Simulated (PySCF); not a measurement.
Induced dipoles and field energies

C2H9PSSi2.
Geometry (GFN2-xTB, Å), atoms numbered from 1 in this order:
```
atom  x, y, z in Å
Si1    3.0754    0.4786    0.4324
C2     1.7774   -0.7195   -0.2014
C3     0.4768   -0.5610   -0.0107
S4    -0.7477   -1.6691   -0.6353
Si5   -2.5936   -0.7973    0.0561
P6    -2.2647    1.3276    0.6813
H7     4.1730   -0.2910    1.0212
H8     3.5856    1.2723   -0.6892
H9     2.4766    1.3609    1.4336
H10    2.1032   -1.5823   -0.7669
H11    0.0730    0.2754    0.5463
H12   -3.0404   -1.5321    1.2393
H13   -3.5071   -1.0020   -1.0646
H14   -3.6057    1.6465    0.5841
H15   -1.9861    1.8011   -0.5906
```

Level: CAM-B3LYP/def2-SVPD (PySCF); nuclei fixed, core orbitals frozen in the response. Permanent dipole (-1.312, 0.848, 0.017) D (1 au = 2.5417 D). Static polarisability (au):

```
x   170.18   5.24   0.36
y     5.24 122.25  10.61
z     0.36  10.61  99.46
```

Only the terms in μ and α are kept: μ(F) = μ + αF and ΔE = −μ·F − ½ F·αF.

(1) Apply 0.001 au along ±x, ±y and ±z in turn. Tabulate induced and total dipoles and both energy terms.

(2) For the field (0.0004, -0.0001, -0.0005) au, what is the induced dipole, and what angle does it make with the field?

(3) At what field along the permanent dipole would the induced dipole along it equal the permanent one, in this linear picture?

(4) What field makes μF equal to kT at 400 K?

(5) A unit point charge sits 20 Å away. Estimate the induction energy −αe²/2R⁴ with the mean polarisability, treating the molecule as a point.

Results:

(1) 
```tsv
field along	induced x (D)	induced y (D)	induced z (D)	total size (D)	−μ·F (kJ/mol)	−½F·αF (kJ/mol)
+x	0.433	0.013	0.001	1.231	+1.355	-0.223
−x	-0.433	-0.013	-0.001	1.934	-1.355	-0.223
+y	0.013	0.311	0.027	1.741	-0.876	-0.160
−y	-0.013	-0.311	-0.027	1.430	+0.876	-0.160
+z	0.001	0.027	0.253	1.599	-0.018	-0.131
−z	-0.001	-0.027	-0.253	1.566	+0.018	-0.131
```

(2) αF = (0.171, -0.039, -0.129) D, at 14.3° to the field. The polarisability along this direction, F·αF/F², is 128.13 au, against a mean of 130.63 au.

(3) The polarisability along the dipole is 151.39 au, so F = 0.6147 au / 151.39 au = 0.0041 au = 0.21 V/Å; higher-order terms are ignored.

(4) kT = 1.2667 × 10⁻³ Eh, so F = 0.00206 au = 10.6 MV/cm.

(5) R = 37.79 bohr, so the energy is −130.6/(2 × 37.79⁴) Eh = -0.084 kJ/mol. The charge–dipole term at its most favourable orientation, −μe/R², is -1.13 kJ/mol.

Isolated species at its GFN2-xTB geometry (one conformer only).

The run behind these numbers computed excited states as well. On one thread, Arm Neoverse V1 (aarch64), no GPU, shared host with 32 logical CPUs at a one-minute load of 18, this took 52 s wall (with the writing of density and orbital grids) and 0.96 GiB of memory at its peak.
